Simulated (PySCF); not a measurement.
# How methods differ on the excitation energy of Br+

Br+ [Ar] 3d10 4s2 4p4 (3P) → Br+ [Ar] 3d10 4s1 4p4 4d1 (high-spin determinant), as a difference of total energies. Computed with PySCF 2.14 in aug-cc-pwCVTZ-PP with ECP10MDF (8s7p6d4f1g, 96 functions), with a scalar-relativistic core potential. Correlated levels: valence: 3s2 3p6 3d10 frozen; valence and next inner shell: nothing frozen outside the core potential. The calculations carry no spin-orbit coupling.

```tsv
method	excitation energy (eV)
UHF	24.465
LDA	25.603
PBE	25.081
PBE0	25.174
r2SCAN	25.140
MN15	24.493
PW91	25.143
TPSSh	25.084
LC-wPBE	25.513
MP2 (valence)	24.873
SCS-MP2 (valence)	25.031
MP2 (valence and next inner shell)	25.357
SCS-MP2 (valence and next inner shell)	25.394
```

Q: How much does correlation contribute at MP2 (valence and next inner shell)?

A: 25.357 − (24.465) = 0.892 eV, measured against UHF.

The upper state lies above the first ionisation limit, where it may autoionise and the basis confines it.

The promoted electron is Rydberg-like, and one or two diffuse shells describe it only roughly, which tends to raise the upper state.

The determinant of the upper state mixes LS terms, which raises its energy above the lowest term, most at the Hartree-Fock and MP2 levels.
